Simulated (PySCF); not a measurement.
AlH2F, SMILES [F][AlH2]. Atoms are numbered in the order given.

```xyz
4

Al     0.0000     0.0000     0.5617
H      0.0000     1.4011     1.2773
H      0.0000    -1.4011     1.2773
F      0.0000     0.0000    -1.0951
```

Geometry: TPSSh-D3(BJ)/def2-TZVP.

Calculation: PySCF with TDDFT-B3LYP/def2-TZVPD.

Vertical excitations. The molecule is in vacuum. State labels are in the subgroup C2v.

```json
[
 {"state": "S1", "symmetry": "A2", "energy (eV)": "5.77", "λ (nm)": "215", "f": "0.000", "main pairs": "HOMO→LUMO 100 %"},
 {"state": "S2", "symmetry": "B2", "energy (eV)": "7.31", "λ (nm)": "170", "f": "0.003", "main pairs": "HOMO→LUMO+1 89 %"},
 {"state": "S3", "symmetry": "B1", "energy (eV)": "7.96", "λ (nm)": "156", "f": "0.114", "main pairs": "HOMO−1→LUMO 96 %"},
 {"state": "S4", "symmetry": "B2", "energy (eV)": "8.18", "λ (nm)": "152", "f": "0.139", "main pairs": "HOMO→LUMO+2 82 %, HOMO→LUMO+3 17 %"},
 {"state": "S5", "symmetry": "A2", "energy (eV)": "8.36", "λ (nm)": "148", "f": "0.000", "main pairs": "HOMO−3→LUMO 99 %"},
 {"state": "S6", "symmetry": "B2", "energy (eV)": "8.61", "λ (nm)": "144", "f": "0.385", "main pairs": "HOMO→LUMO+3 73 %, HOMO→LUMO+2 14 %"},
 {"state": "S7", "symmetry": "A1", "energy (eV)": "8.68", "λ (nm)": "143", "f": "0.001", "main pairs": "HOMO−2→LUMO 92 %"},
 {"state": "S8", "symmetry": "A1", "energy (eV)": "9.33", "λ (nm)": "133", "f": "0.090", "main pairs": "HOMO−1→LUMO+1 71 %, HOMO→LUMO+5 19 %"},
 {"state": "S9", "symmetry": "B1", "energy (eV)": "9.33", "λ (nm)": "133", "f": "0.096", "main pairs": "HOMO→LUMO+4 90 %"},
 {"state": "S10", "symmetry": "B2", "energy (eV)": "9.66", "λ (nm)": "128", "f": "0.030", "main pairs": "HOMO−3→LUMO+1 98 %"},
 {"state": "T1", "symmetry": "A2", "energy (eV)": "5.29", "λ (nm)": "234", "f": "0", "main pairs": "HOMO→LUMO 99 %"},
 {"state": "T2", "symmetry": "B2", "energy (eV)": "6.57", "λ (nm)": "189", "f": "0", "main pairs": "HOMO→LUMO+1 83 %, HOMO→LUMO+3 13 %"},
 {"state": "T3", "symmetry": "B1", "energy (eV)": "6.99", "λ (nm)": "177", "f": "0", "main pairs": "HOMO−1→LUMO 95 %"},
 {"state": "T4", "symmetry": "B2", "energy (eV)": "7.23", "λ (nm)": "171", "f": "0", "main pairs": "HOMO→LUMO+3 73 %, HOMO→LUMO+2 11 %, HOMO→LUMO+1 11 %"}
]
```
Triplets are in the Tamm–Dancoff approximation, which puts them higher than full response would, so one can lie above its singlet here.
